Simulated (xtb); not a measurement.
C$_{3}$H$_{8}$N, doublet, from a rough starting geometry; GFN2-xTB (xtb).

Input for xtb:
```
$ xtb mol.xyz --gfn 2 --uhf 1 --opt vtight --json

# file mol.xyz
12

C     -1.20773226    -0.72177235     0.26389239
C      0.08144414     0.18246572     0.24344436
C      1.37004039    -0.39523640    -0.02977087
N     -0.16991345     1.57329419     0.08650389
H     -1.02265912    -1.60269568     0.75754712
H     -1.44653781    -0.96991140    -0.85578447
H     -1.96162846    -0.12292626     0.65860238
H      1.47416905    -1.39500617     0.36025792
H      2.13623147     0.20619698     0.34217765
H      1.51214666    -0.45853925    -1.17176903
H      0.56400338     2.02426698    -0.44242477
H     -1.01986785     1.79139390    -0.17091669
```

It wrote (shortened):

```
   ID    Z sym.   atoms
    1    6 C      1-3
    2    7 N      4
    3    1 H      5-12

           -------------------------------------------------
          |                Calculation Setup                |
           -------------------------------------------------

           -------------------------------------------------
          |                 G F N 2 - x T B                 |
           -------------------------------------------------

          ...................................................
          :                      SETUP                      :
          :.................................................:
          :  # basis functions                  24          :
          :  # atomic orbitals                  24          :
          :  # shells                           16          :
          :  # electrons                        25          :
          :  max. iterations                   250          :
          :  Hamiltonian                  GFN2-xTB          :
          :  restarted?                      false          :
          :  GBSA solvation                  false          :
          :  PC potential                    false          :
          :  electronic temp.          300.0000000     K    :
          :  accuracy                    1.0000000          :
          :  -> integral cutoff          0.2500000E+02      :
          :  -> integral neglect         0.1000000E-07      :
          :  -> SCF convergence          0.1000000E-05 Eh   :
          :  -> wf. convergence          0.1000000E-03 e    :
          :  Broyden damping             0.4000000          :
          :  net charge                          0          :
          :  unpaired electrons                  1          :
          ...................................................

 iter      E             dE          RMSdq      gap      omega  full diag
   1    -13.5064863 -0.135065E+02  0.279E+00    8.00       0.0  T
   2    -13.5402395 -0.337532E-01  0.148E+00    7.95       1.0  T
   3    -13.5443106 -0.407116E-02  0.832E-01    8.16       1.0  T
   4    -13.5446359 -0.325241E-03  0.271E-01    8.10       1.0  T
   5    -13.5447395 -0.103614E-03  0.630E-02    8.13       1.0  T
   6    -13.5447418 -0.230700E-05  0.307E-02    8.12       1.0  T
   7    -13.5447419 -0.671028E-07  0.387E-03    8.12       7.5  T
   8    -13.5447419 -0.644179E-07  0.130E-03    8.12      22.2  T
   9    -13.5447419 -0.353959E-08  0.295E-04    8.12      98.0  T
  10    -13.5447419 -0.241425E-10  0.139E-04    8.12     207.9  T

   *** convergence criteria satisfied after 10 iterations ***

         :::::::::::::::::::::::::::::::::::::::::::::::::::::
         ::                     SUMMARY                     ::
         :::::::::::::::::::::::::::::::::::::::::::::::::::::
         :: total energy             -13.321321824474 Eh    ::
         :: gradient norm              0.216548890808 Eh/a0 ::
         :: HOMO-LUMO gap              8.124590052871 eV    ::
         ::.................................................::
         :: SCC energy               -13.544736818126 Eh    ::
         :: -> isotropic ES            0.011493588235 Eh    ::
         :: -> anisotropic ES          0.004629708994 Eh    ::
         :: -> anisotropic XC          0.007611340083 Eh    ::
         :: -> dispersion             -0.005254780583 Eh    ::
         :: repulsion energy           0.223414993652 Eh    ::
         :: add. restraining           0.000000000000 Eh    ::
         :: total charge              -0.000000000000 e     ::
         :::::::::::::::::::::::::::::::::::::::::::::::::::::

      -----------------------------------------------------------
     |                   =====================                   |
     |                        A N C O P T                        |
     |                   =====================                   |
     |               Approximate Normal Coordinate               |
[...]
 * total energy  :   -13.3457348 Eh     change       -0.7971252E-05 Eh
 * total energy  :   -13.3457388 Eh     change       -0.4032180E-05 Eh
 * total energy  :   -13.3457435 Eh     change       -0.4705295E-05 Eh
 * total energy  :   -13.3457465 Eh     change       -0.2932492E-05 Eh
 * total energy  :   -13.3457498 Eh     change       -0.3321157E-05 Eh
 * total energy  :   -13.3457526 Eh     change       -0.2833965E-05 Eh
 * total energy  :   -13.3457539 Eh     change       -0.1252275E-05 Eh
 * total energy  :   -13.3457544 Eh     change       -0.5171297E-06 Eh
 * total energy  :   -13.3457547 Eh     change       -0.2924921E-06 Eh
 * total energy  :   -13.3457550 Eh     change       -0.3221607E-06 Eh
 * total energy  :   -13.3457552 Eh     change       -0.2105924E-06 Eh
 * total energy  :   -13.3457553 Eh     change       -0.7722045E-07 Eh
   *** GEOMETRY OPTIMIZATION CONVERGED AFTER 18 ITERATIONS ***
         :: total energy             -13.345755277292 Eh    ::
[...]
        13        1.0000           -0.2436737              -6.6307 (HOMO)
        14                          0.0503865               1.3711 (LUMO)
        15                          0.1308655               3.5610
        16                          0.1509139               4.1066
        17                          0.1701968               4.6313
        18                          0.1857275               5.0539
        19                          0.1876561               5.1064
        20                          0.2227887               6.0624
        21                          0.2326975               6.3320
        22                          0.2416619               6.5760
        23                          0.3607912               9.8176
        24                          0.3620647               9.8523
      -------------------------------------------------------------
                  HL-Gap            0.2940602 Eh            8.0018 eV
             Fermi-level           -0.2108806 Eh           -5.7384 eV

     #   Z          covCN         q      C6AA      α(0)
     1   6 C        3.753    -0.103    22.521     6.767
     2   6 C        2.864    -0.009    28.249     8.712
     3   6 C        3.753    -0.103    22.522     6.767
     4   7 N        2.633    -0.277    27.171     7.742
     5   1 H        0.925     0.036     2.497     2.471
     6   1 H        0.923     0.025     2.655     2.548
     7   1 H        0.925     0.035     2.512     2.478
     8   1 H        0.925     0.036     2.497     2.471
     9   1 H        0.925     0.035     2.511     2.478
    10   1 H        0.923     0.025     2.655     2.548
    11   1 H        0.860     0.149     1.407     1.858
    12   1 H        0.860     0.149     1.408     1.859

 Mol. C6AA /au·bohr⁶  :       1019.456019
 Mol. C8AA /au·bohr⁸  :      21161.146886
 Mol. α(0) /au        :         48.700251

Wiberg/Mayer (AO) data.
largest (>0.10) Wiberg bond orders for each atom

 ---------------------------------------------------------------------------
     #   Z sym  total        # sym  WBO       # sym  WBO       # sym  WBO
 ---------------------------------------------------------------------------
     1   6 C    3.997 --     2 C    1.044     5 H    0.981     7 H    0.980
                             6 H    0.956
     2   6 C    3.425 --     4 N    1.249     1 C    1.044     3 C    1.044
     3   6 C    3.997 --     2 C    1.044     8 H    0.981     9 H    0.980
                            10 H    0.956
     4   7 N    3.227 --     2 C    1.249    12 H    0.956    11 H    0.956
     5   1 H    0.999 --     1 C    0.981
     6   1 H    0.998 --     1 C    0.956
     7   1 H    0.999 --     1 C    0.980
     8   1 H    0.999 --     3 C    0.981
     9   1 H    0.999 --     3 C    0.980
    10   1 H    0.998 --     3 C    0.956
    11   1 H    0.978 --     4 N    0.956
    12   1 H    0.978 --     4 N    0.956
 ---------------------------------------------------------------------------

Topologies differ in total number of bonds
Writing topology from bond orders to xtbtopo.mol

molecular dipole:
                 x           y           z       tot (Debye)
 q only:       -0.046       0.209      -0.208
   full:       -0.082       0.188      -0.572       1.544
molecular quadrupole (traceless):
                xx          xy          yy          xz          yz          zz
 q only:        0.255      -0.220       1.114      -0.039      -1.296      -1.369
  q+dip:        0.942      -0.274       0.967      -0.041      -2.670      -1.909
   full:        0.981      -0.285       1.030      -0.048      -2.746      -2.011

optimized geometry written to: xtbopt.xyz

           -------------------------------------------------
          | TOTAL ENERGY              -13.345755277292 Eh   |
          | GRADIENT NORM               0.000101193444 Eh/α |
          | HOMO-LUMO GAP               8.001786055865 eV   |
           -------------------------------------------------
```
